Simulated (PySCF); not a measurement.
Cl$_{3}$NbO, charge +1, doublet (typed; the unrestricted solution is spin-contaminated), at a GFN2-xTB geometry (such geometries of metal compounds can be far from the true shape) (the multiplicity is a formal guess) (all electrons, no relativity), with bond 2-1 at 3.0 times its length; HF/3-21G in PySCF.

Here is a job for PySCF.
```python
from pyscf import gto, scf

mol = gto.M(
    atom='''
Nb    0.22680834   -0.09827108   -0.11989191
O     4.41054384   -1.91099189   -2.33143338
Cl    0.69312507    0.90534570    1.78114653
Cl   -0.79196505    1.36656907   -1.40635576
Cl   -1.21117395   -1.70431448    0.31768849
''',
    basis='3-21g',
    charge=1,
    spin=1,
    verbose=4,
)

mf = scf.UHF(mol)
mf.kernel()
mo_i, mo_e, stable_i, stable_e = mf.stability(internal=True, external=True, return_status=True, nroots=6, tol=1e-6)
print('internally stable:', stable_i, ' externally stable:', stable_e)
if not stable_i:
    umf = mf.copy()
    umf.scf_summary = {}
    umf.kernel(umf.make_rdm1(mo_i, mf.mo_occ))
```

Q: What does PySCF print? Leave out banner, timings and long lists.

A: 
```
PySCF version 2.14.0

[INPUT] verbose = 4
[INPUT] num. atoms = 5
[INPUT] num. electrons = 99
[INPUT] charge = 1
[INPUT] spin (= nelec alpha-beta = 2S) = 1
[INPUT] symmetry False subgroup None
[INPUT] Mole.unit = angstrom
[INPUT] Symbol           X                Y                Z      unit          X                Y                Z       unit  Magmom
[...]
nuclear repulsion = 701.364708547578
number of shells = 40
number of NR pGTOs = 177
number of NR cGTOs = 84
basis = 3-21g
ecp = {}

******** <class 'pyscf.scf.uhf.UHF'> ********
method = UHF
initial guess = minao
damping factor = 0
level_shift factor = 0
DIIS = <class 'pyscf.scf.diis.CDIIS'>
diis_start_cycle = 1
diis_space = 8
diis_damp = 0
SCF conv_tol = 1e-09
SCF conv_tol_grad = None
SCF max_cycles = 50
direct_scf = True
direct_scf_tol = 1e-13
number electrons alpha = 50  beta = 49
Set gradient conv threshold to 3.16228e-05
init E= -5175.54108991428

cycle= 1 E= -5180.85480416847  delta_E= -5.31  |g|= 0.65  |ddm|= 1.84

cycle= 2 E= -5171.66329096511  delta_E= 9.19  |g|= 2.82  |ddm|= 3.07
cycle= 3 E= -5180.39624017122  delta_E= -8.73  |g|= 1.32  |ddm|= 2.09
cycle= 4 E= -5181.30588224206  delta_E= -0.91  |g|= 0.764  |ddm|= 0.705
cycle= 5 E= -5181.45730351134  delta_E= -0.151  |g|= 0.565  |ddm|= 0.235
cycle= 6 E= -5181.51613287137  delta_E= -0.0588  |g|= 0.459  |ddm|= 0.11
cycle= 7 E= -5181.63082393095  delta_E= -0.115  |g|= 0.112  |ddm|= 0.387
cycle= 8 E= -5181.63788035443  delta_E= -0.00706  |g|= 0.0105  |ddm|= 0.132
cycle= 9 E= -5181.63820408987  delta_E= -0.000324  |g|= 0.00533  |ddm|= 0.0408
cycle= 10 E= -5181.63857985803  delta_E= -0.000376  |g|= 0.00458  |ddm|= 0.0566
cycle= 11 E= -5181.63874174968  delta_E= -0.000162  |g|= 0.00488  |ddm|= 0.0236
cycle= 12 E= -5181.63822523653  delta_E= 0.000517  |g|= 0.00586  |ddm|= 0.0804
cycle= 13 E= -5181.63728196951  delta_E= 0.000943  |g|= 0.0185  |ddm|= 0.162
cycle= 14 E= -5181.63749256784  delta_E= -0.000211  |g|= 0.0194  |ddm|= 0.0526
cycle= 15 E= -5181.63775628408  delta_E= -0.000264  |g|= 0.0248  |ddm|= 0.0777
cycle= 16 E= -5181.63682266988  delta_E= 0.000934  |g|= 0.0312  |ddm|= 0.177
cycle= 17 E= -5181.63780319851  delta_E= -0.000981  |g|= 0.035  |ddm|= 0.254
cycle= 18 E= -5181.63783929288  delta_E= -3.61e-05  |g|= 0.035  |ddm|= 0.0104
cycle= 19 E= -5181.63816113633  delta_E= -0.000322  |g|= 0.0311  |ddm|= 0.0628
cycle= 20 E= -5181.63923115771  delta_E= -0.00107  |g|= 0.0467  |ddm|= 0.209
cycle= 21 E= -5181.63941512534  delta_E= -0.000184  |g|= 0.0673  |ddm|= 0.099
cycle= 22 E= -5181.63914502436  delta_E= 0.00027  |g|= 0.0586  |ddm|= 0.0572
cycle= 23 E= -5181.63880079496  delta_E= 0.000344  |g|= 0.0551  |ddm|= 0.0365
cycle= 24 E= -5181.63896151867  delta_E= -0.000161  |g|= 0.0421  |ddm|= 0.0513
cycle= 25 E= -5181.63924632248  delta_E= -0.000285  |g|= 0.0284  |ddm|= 0.0271
cycle= 26 E= -5181.6392686736  delta_E= -2.24e-05  |g|= 0.0286  |ddm|= 0.00542
cycle= 27 E= -5181.64009319755  delta_E= -0.000825  |g|= 0.0418  |ddm|= 0.13
cycle= 28 E= -5181.63873238468  delta_E= 0.00136  |g|= 0.0261  |ddm|= 0.294
cycle= 29 E= -5181.63831896198  delta_E= 0.000413  |g|= 0.0349  |ddm|= 0.0881
cycle= 30 E= -5181.63886370133  delta_E= -0.000545  |g|= 0.0209  |ddm|= 0.0538
cycle= 31 E= -5181.63909037295  delta_E= -0.000227  |g|= 0.00598  |ddm|= 0.0722
cycle= 32 E= -5181.63909049343  delta_E= -1.2e-07  |g|= 0.00626  |ddm|= 0.0264
cycle= 33 E= -5181.63905512003  delta_E= 3.54e-05  |g|= 0.00714  |ddm|= 0.0642
cycle= 34 E= -5181.63905038694  delta_E= 4.73e-06  |g|= 0.00579  |ddm|= 0.0241
cycle= 35 E= -5181.63905522511  delta_E= -4.84e-06  |g|= 0.00436  |ddm|= 0.0133
cycle= 36 E= -5181.63906532459  delta_E= -1.01e-05  |g|= 0.000438  |ddm|= 0.0206
cycle= 37 E= -5181.63906573197  delta_E= -4.07e-07  |g|= 0.000305  |ddm|= 0.00608
cycle= 38 E= -5181.63906622932  delta_E= -4.97e-07  |g|= 0.000293  |ddm|= 0.0023
cycle= 39 E= -5181.63906712538  delta_E= -8.96e-07  |g|= 0.000254  |ddm|= 0.00271
[...]
converged SCF energy = -5181.63907155018  <S^2> = 2.7090596  2S+1 = 3.4403834
<class 'pyscf.scf.uhf.UHF'> wavefunction has an internal instability
<class 'pyscf.scf.uhf.UHF'> wavefunction has an real -> complex instability
<class 'pyscf.scf.uhf.UHF'> wavefunction is stable in the UHF/UKS -> GHF/GKS stability analysis
internally stable: False  externally stable: True
[...]
number electrons alpha = 50  beta = 49
Set gradient conv threshold to 3.16228e-05
init E= -5181.5608589018
cycle= 1 E= -5181.57990136003  delta_E= -0.019  |g|= 0.36  |ddm|= 0.808
cycle= 2 E= -5181.61580130528  delta_E= -0.0359  |g|= 0.447  |ddm|= 1.02
cycle= 3 E= -5181.71400127028  delta_E= -0.0982  |g|= 0.176  |ddm|= 0.353
cycle= 4 E= -5181.72522273199  delta_E= -0.0112  |g|= 0.156  |ddm|= 0.11
cycle= 5 E= -5181.73978582158  delta_E= -0.0146  |g|= 0.114  |ddm|= 0.142
cycle= 6 E= -5181.75143004655  delta_E= -0.0116  |g|= 0.0286  |ddm|= 0.211
cycle= 7 E= -5181.75188015232  delta_E= -0.00045  |g|= 0.0364  |ddm|= 0.0555
cycle= 8 E= -5181.75323794954  delta_E= -0.00136  |g|= 0.016  |ddm|= 0.0631
cycle= 9 E= -5181.7538050931  delta_E= -0.000567  |g|= 0.00576  |ddm|= 0.0536
cycle= 10 E= -5181.75404443166  delta_E= -0.000239  |g|= 0.00511  |ddm|= 0.0319
cycle= 11 E= -5181.75442594802  delta_E= -0.000382  |g|= 0.00441  |ddm|= 0.058
cycle= 12 E= -5181.75470591915  delta_E= -0.00028  |g|= 0.00411  |ddm|= 0.0493
cycle= 13 E= -5181.75513592347  delta_E= -0.00043  |g|= 0.00318  |ddm|= 0.0873
cycle= 14 E= -5181.7554394007  delta_E= -0.000303  |g|= 0.00268  |ddm|= 0.0863
cycle= 15 E= -5181.75555524303  delta_E= -0.000116  |g|= 0.00204  |ddm|= 0.042
cycle= 16 E= -5181.75569585325  delta_E= -0.000141  |g|= 0.00156  |ddm|= 0.0829
cycle= 17 E= -5181.7557160131  delta_E= -2.02e-05  |g|= 0.00123  |ddm|= 0.0165
cycle= 18 E= -5181.7557297134  delta_E= -1.37e-05  |g|= 0.00118  |ddm|= 0.0167
cycle= 19 E= -5181.75573692649  delta_E= -7.21e-06  |g|= 0.00111  |ddm|= 0.0055
cycle= 20 E= -5181.75574369947  delta_E= -6.77e-06  |g|= 0.00109  |ddm|= 0.00364
cycle= 21 E= -5181.75574884342  delta_E= -5.14e-06  |g|= 0.00109  |ddm|= 0.00236
cycle= 22 E= -5181.75576012816  delta_E= -1.13e-05  |g|= 0.00108  |ddm|= 0.00529
cycle= 23 E= -5181.75580346535  delta_E= -4.33e-05  |g|= 0.00105  |ddm|= 0.0203
cycle= 24 E= -5181.75587724772  delta_E= -7.38e-05  |g|= 0.00104  |ddm|= 0.0361
cycle= 25 E= -5181.75587848146  delta_E= -1.23e-06  |g|= 0.00102  |ddm|= 0.000837
cycle= 26 E= -5181.75605610033  delta_E= -0.000178  |g|= 0.00256  |ddm|= 0.103
cycle= 27 E= -5181.75610221564  delta_E= -4.61e-05  |g|= 0.00261  |ddm|= 0.0321
cycle= 28 E= -5181.75611509085  delta_E= -1.29e-05  |g|= 0.00203  |ddm|= 0.00931
cycle= 29 E= -5181.75619166644  delta_E= -7.66e-05  |g|= 0.00302  |ddm|= 0.0703
cycle= 30 E= -5181.75618831166  delta_E= 3.35e-06  |g|= 0.00313  |ddm|= 0.00299
cycle= 31 E= -5181.75618982321  delta_E= -1.51e-06  |g|= 0.00195  |ddm|= 0.00392
cycle= 32 E= -5181.75624439761  delta_E= -5.46e-05  |g|= 0.00331  |ddm|= 0.0741
cycle= 33 E= -5181.75624399929  delta_E= 3.98e-07  |g|= 0.00356  |ddm|= 0.00144
cycle= 34 E= -5181.75625100438  delta_E= -7.01e-06  |g|= 0.00105  |ddm|= 0.00641
cycle= 35 E= -5181.75626295548  delta_E= -1.2e-05  |g|= 0.000885  |ddm|= 0.0236
cycle= 36 E= -5181.75626790153  delta_E= -4.95e-06  |g|= 0.000395  |ddm|= 0.0118
cycle= 37 E= -5181.75627812304  delta_E= -1.02e-05  |g|= 0.000575  |ddm|= 0.0356
cycle= 38 E= -5181.75628202017  delta_E= -3.9e-06  |g|= 0.00105  |ddm|= 0.0239
cycle= 39 E= -5181.756282894  delta_E= -8.74e-07  |g|= 0.000263  |ddm|= 0.0111
cycle= 40 E= -5181.75628356161  delta_E= -6.68e-07  |g|= 0.000247  |ddm|= 0.00499
cycle= 41 E= -5181.75628398326  delta_E= -4.22e-07  |g|= 7.37e-05  |ddm|= 0.00371
cycle= 42 E= -5181.75628406312  delta_E= -7.99e-08  |g|= 6.1e-05  |ddm|= 0.00127
cycle= 43 E= -5181.75628416006  delta_E= -9.69e-08  |g|= 4.83e-05  |ddm|= 0.00226
cycle= 44 E= -5181.75628418243  delta_E= -2.24e-08  |g|= 3.12e-05  |ddm|= 0.000974
cycle= 45 E= -5181.75628418815  delta_E= -5.72e-09  |g|= 1.68e-05  |ddm|= 0.000308
cycle= 46 E= -5181.75628418418  delta_E= 3.97e-09  |g|= 1.44e-05  |ddm|= 0.000471
cycle= 47 E= -5181.75628418446  delta_E= -2.82e-10  |g|= 1.37e-05  |ddm|= 9.85e-05
Extra cycle  E= -5181.75628418511  delta_E= -6.46e-10  |g|= 1.34e-05  |ddm|= 3.13e-05
converged SCF energy = -5181.75628418511  <S^2> = 1.7687394  2S+1 = 2.841647
```
